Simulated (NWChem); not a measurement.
Species: C$_{2}$F$_{5}$, doublet; SMILES F[C](F)C(F)(F)F

```xyz
7

F      0.0012     1.5177    -1.1033
C     -0.3548     0.8708     0.0000
F      0.0012     1.5177     1.1033
C     -0.0204    -0.6108     0.0000
F      1.3184    -0.8276     0.0000
F     -0.5353    -1.1906     1.0968
F     -0.5353    -1.1906    -1.0968
```
Atoms are numbered in this order, from 1.

Results from NWChem. Spin-unrestricted. In the optimisation the excess spin sits in a' (Cs, its own frame). Structure relaxed at the PBE-D3(BJ)/def2-SVP, spin-unrestricted level. No stability test was run on the SCF state. Level TPSS/def2-SVP: energy and gradient; each run changes one setting, and changes count from the defaults (medium grid, exact Coulomb integrals, symmetry on).

Task: Which setting moves the energy most, and by about how much (Coulomb fitting, Ahlrichs set; symmetry off; extra-fine grid; tight SCF thresholds and tolerances; defaults; coarse grid)?

Result: Coulomb fitting, Ahlrichs set, by about 1000 μHa.
| setting | size of the energy change (μHa) | largest change of a gradient component (μHa/bohr) | time, defaults = 1 (rough) |
|---|---|---|---|
| defaults | < 10 | < 30 | about 1 |
| tight SCF thresholds and tolerances | < 10 | < 30 | about 1 |
| Coulomb fitting, Ahlrichs set | 1000 | 200 | 0.5 |
| coarse grid | 100 | 300 | about 1 |
| extra-fine grid | 10 | < 30 | 3 |
| symmetry off | < 10 | other frame | about 1 |
